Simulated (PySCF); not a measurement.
C₂H₄FNOSi, SMILES [Si@@H]1([C@H](N=C1)F)O. Atoms are numbered in the order given.

```xyz
10

O      1.8658    -0.8071     0.1908
Si     0.2994    -0.6339     0.7093
C     -1.1270    -1.0455    -0.4695
N     -1.4810     0.1779    -0.7077
C     -0.5768     0.9863     0.1414
F      0.2127     1.7986    -0.6526
H      2.0897    -0.3518    -0.6317
H      0.3006    -1.1521     2.1065
H     -1.6668    -1.8779    -0.9487
H     -1.1660     1.6357     0.8137
```

Geometry: r2SCAN-D4/def2-SVP. The structure was generated by enumeration; whether it is a known compound was not checked. One conformer was computed; it need not be the lowest.

Two levels are set side by side: PBE/pcSseg-1 (PySCF) and PBE0/pcSseg-1 (PySCF). GIAO shifts against CFCl3 (¹⁹F), H2O (¹⁷O), NH3 (¹⁵N), TMS (²⁹Si), TMS (¹H), TMS (¹³C) at the same level; non-relativistic, no solvent, atoms listed together averaged. Differences are taken from unrounded values.

```
quantity                PBE0     PBE  PBE minus PBE0
--------------------  ------  ------  --------------
δ(¹⁷O) of O1 (ppm)      48.9    60.3            11.4
δ(²⁹Si) of Si2 (ppm)     6.7     6.9             0.2
δ(¹³C) of C3 (ppm)     214.6   210.6            -4.1
δ(¹⁵N) of N4 (ppm)     533.9   525.6            -8.3
δ(¹³C) of C5 (ppm)     118.9   122.2             3.3
δ(¹⁹F) of F6 (ppm)    -193.8  -206.9           -13.1
δ(¹H) of H7 (ppm)       2.73    2.71           -0.03
δ(¹H) of H8 (ppm)       6.12    6.50            0.38
δ(¹H) of H9 (ppm)       9.64    9.43           -0.21
δ(¹H) of H10 (ppm)      6.63    6.73            0.10
```

Rough cost on one machine, each run with all the roots and properties that it gave: PBE0 against PBE within a factor of 2.
